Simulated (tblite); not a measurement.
Compound: C7H5FO2.
Atom-mapped SMILES: `[CH:1]#[C:2][C:3]1=[CH:4][O:5][C:6]([CH2:7][F:8])=[CH:9][O:10]1` (hydrogens: H11 on C1; H12 on C4; H13, H14 on C7; H15 on C9)

Computed with GFN2-xTB (tblite), gas phase: L-BFGS steps from a force-field or distance-geometry start until the largest atomic force falls under 0.01 eV/Å.

Step 60: E = -824.0576 eV
```
atom  x, y, z in Å  |  force x, y, z in eV/Å
C1      3.9905   -0.3063   -0.2632   -0.030  -0.010   0.026
C2      2.7950   -0.2242   -0.1761    0.034   0.059  -0.002
C3      1.3931   -0.0856   -0.0961   -0.018  -0.021   0.002
C4      0.6069   -1.0886    0.2954   -0.043  -0.040  -0.010
O5     -0.7683   -1.0278    0.3520    0.000   0.017   0.046
C6     -1.2723    0.1608   -0.1818   -0.011   0.007   0.008
C7     -2.7638    0.1595   -0.3203   -0.016   0.012   0.012
F8     -3.1316    0.2235   -1.6460   -0.004   0.014  -0.001
C9     -0.4886    1.1641   -0.5548    0.016  -0.001  -0.032
O10     0.8835    1.1653   -0.4716   -0.011  -0.036  -0.012
H11     5.0334   -0.4128   -0.3170   -0.028   0.021  -0.014
H12     0.9855   -2.0526    0.5863    0.030  -0.011  -0.013
H13    -3.1736   -0.7724    0.0838    0.034   0.064  -0.012
H14    -3.2164    1.0325    0.1656    0.010  -0.070  -0.011
H15    -0.8776    2.0728   -0.9835    0.037  -0.005   0.012
```

Step 61: E = -824.0585 eV
```
atom  x, y, z in Å  |  force x, y, z in eV/Å
C1      3.9899   -0.3080   -0.2719   -0.053  -0.001   0.034
C2      2.7948   -0.2244   -0.1776    0.041   0.032  -0.011
C3      1.3922   -0.0881   -0.0949    0.002  -0.005   0.024
C4      0.6055   -1.0865    0.3081   -0.016  -0.026  -0.006
O5     -0.7696   -1.0220    0.3697    0.012   0.009   0.034
C6     -1.2715    0.1599   -0.1796   -0.025   0.018   0.020
C7     -2.7628    0.1575   -0.3236   -0.047   0.018   0.007
F8     -3.1244    0.2632   -1.6495    0.001   0.007   0.051
C9     -0.4877    1.1616   -0.5574   -0.006  -0.030  -0.037
O10     0.8843    1.1624   -0.4738   -0.021  -0.035  -0.017
H11     5.0335   -0.4103   -0.3271   -0.041   0.019  -0.015
H12     0.9845   -2.0477    0.6075    0.024  -0.015  -0.021
H13    -3.1731   -0.7887    0.0505    0.059   0.112  -0.032
H14    -3.2205    1.0149    0.1884    0.021  -0.108  -0.037
H15    -0.8795    2.0642   -0.9959    0.050   0.006   0.006
```

Step 62: E = -824.0588 eV
```
atom  x, y, z in Å  |  force x, y, z in eV/Å
C1      3.9888   -0.3106   -0.2757   -0.026   0.017   0.034
C2      2.7942   -0.2210   -0.1824    0.001  -0.042  -0.021
C3      1.3899   -0.0949   -0.1010    0.034   0.050   0.065
C4      0.6021   -1.0884    0.3115    0.029  -0.003   0.013
O5     -0.7721   -1.0151    0.3888    0.049  -0.022   0.000
C6     -1.2703    0.1603   -0.1764   -0.028   0.033   0.049
C7     -2.7611    0.1567   -0.3253    0.023   0.051   0.040
F8     -3.1166    0.2838   -1.6460   -0.037   0.012  -0.112
C9     -0.4856    1.1600   -0.5582   -0.050  -0.082  -0.029
O10     0.8857    1.1579   -0.4754   -0.035  -0.012  -0.032
H11     5.0338   -0.4024   -0.3269   -0.055   0.015  -0.016
H12     0.9841   -2.0474    0.6135    0.005  -0.038  -0.022
H13    -3.1740   -0.7902    0.0326    0.040  -0.010   0.012
H14    -3.2224    1.0020    0.1960   -0.011  -0.007   0.036
H15    -0.8809    2.0573   -1.0024    0.060   0.037  -0.016
```

Problem. Estimate the geometry and energy of step 63. (The exact step hangs on the optimiser's Hessian estimate; all steps are aligned on step 62, rigid shifts and turns removed.)

Solution. E = -824.0601 eV, largest force 0.107 eV/Å
```
atom  x, y, z in Å  |  force x, y, z in eV/Å
C1      3.9877   -0.3101   -0.2827   -0.043   0.019   0.036
C2      2.7938   -0.2231   -0.1778    0.012  -0.038  -0.020
C3      1.3900   -0.0955   -0.0923    0.028   0.033   0.050
C4      0.6008   -1.0866    0.3239    0.039   0.006   0.011
O5     -0.7735   -1.0122    0.3941    0.028  -0.021   0.010
C6     -1.2704    0.1611   -0.1777   -0.027   0.022   0.042
C7     -2.7608    0.1556   -0.3287   -0.043   0.028  -0.001
F8     -3.1159    0.3132   -1.6505   -0.006   0.009   0.043
C9     -0.4839    1.1584   -0.5620   -0.049  -0.073  -0.035
O10     0.8871    1.1546   -0.4776   -0.030  -0.012  -0.023
H11     5.0321   -0.4000   -0.3438   -0.043   0.011  -0.012
H12     0.9802   -2.0438    0.6362    0.005  -0.024  -0.032
H13    -3.1688   -0.8053    0.0060    0.062   0.084  -0.023
H14    -3.2268    0.9869    0.2162    0.011  -0.076  -0.031
H15    -0.8761    2.0548   -1.0108    0.054   0.031  -0.015
```

The energy changes by -0.0013 eV. The first-order estimate −F·Δx gives -0.0021 eV and the mean of the old and new forces, exact on a quadratic surface, -0.0013 eV. The step makes an angle of 82° with the force vector and moves no atom by more than 0.031 Å.

The cost below is that of the whole relaxation. Time: 1.6 s. Hardware: one thread, Arm Neoverse N1 (aarch64), no GPU, shared host with 64 logical CPUs at a one-minute load of 49.
